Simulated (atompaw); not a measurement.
## Which change was made? (La, PAW (atompaw))

atompaw 4.2.0.5 input, output lines left out:

```
La 57
GGA-PBE scalarrelativistic loggrid 2001 logderivrange -10 5 376
6 6 5 4 0 0
6 0 0.5
6 1 0
5 2 1
4 3 0
0 0 0
c
c
c
c
v
v
c
c
c
v
v
c
v
v
v
3
3.00 2.55 2.10 2.05
n
n
n
y
0.75
n
custom polynom vanderbiltortho sinc
4 1 vpsmatchnc
2.40
3.00
1.95
3.00
1.25
3.00
1.10
1.10
```

Cutoffs, loose and tight: the cutoffs (Ry, on a coarse ladder) from which the occupation-weighted sum of valence levels, in a spherical-Bessel basis at the reference potential, stays within 10 and 1 mRy of its value at 400 Ry. They see the waves, projectors and local potential, not the compensation charge or the core.

The base gives: outcome: generated; cutoff, loose: 110 Ry; cutoff, tight: 180 Ry; bound ghosts: s.

Task: After one change the result is: outcome: generated; cutoff, loose: 110 Ry; cutoff, tight: 180 Ry; bound ghosts: s, p. Which change was it?
A. all radii scaled by about 1.22 (s 2.94, p 2.38, d 1.54, f 1.34 bohr); local potential vpsmatchnc scheme with l = 4 at 1 Ry, radius 2.58 bohr; augmentation sinc compensation charge, radius 3.12 bohr; PAW radius 3.68 bohr; waves and projectors: custom polynom vanderbiltortho; core correction smooth core density matched at 2.52 bohr
B. local potential bessel scheme, radius 2.10 bohr
C. local potential vpsmatchnc scheme with l = 4 at 1 Ry, radius 1.24 bohr
D. wave 4d (bound): rc 1.25 bohr becomes 4d (bound): rc 1.68 bohr

Result: C. The others give: all radii scaled by about 1.22 (s 2.94, p 2.38, d 1.54, f 1.34 bohr); local potential vpsmatchnc scheme with l = 4 at 1 Ry, radius 2.58 bohr; augmentation sinc compensation charge, radius 3.12 bohr; PAW radius 3.68 bohr; waves and projectors: custom polynom vanderbiltortho; core correction smooth core density matched at 2.52 bohr → outcome: generated; cutoff, loose: 70 Ry; cutoff, tight: 120 Ry; bound ghosts: s | wave 4d (bound): rc 1.25 bohr becomes 4d (bound): rc 1.68 bohr → outcome: generated; cutoff, loose: 60 Ry; cutoff, tight: 100 Ry; bound ghosts: s | local potential bessel scheme, radius 2.10 bohr → outcome: generated; cutoff, loose: 110 Ry; cutoff, tight: 180 Ry; bound ghosts: none.
